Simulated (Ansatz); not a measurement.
Ansatz results at the PBE0-D4/def2-TZVP geometry: HOMO energy (PBE0/def2-TZVPP) -7.22 eV; size of the dipole moment (ωB97M-V/def2-TZVPP) 1.91 D; LUMO energy (PBE0/def2-TZVPP) -0.73 eV.

Each molecule was computed in one conformer, which needn't be the lowest.

**Question.** Which molecule gave them?
A. `N[SiH2]CBCl`
B. `OC([SiH3])Br`
C. `CC1=C(O)N1`
D. `[PH2][SnH2][SH]`

**Answer.** D. The others give `N[SiH2]CBCl`: -7.55, 1.74, -1.25; `CC1=C(O)N1`: -5.48, 0.98, 0.75; `OC([SiH3])Br`: -7.81, 1.89, -0.52.
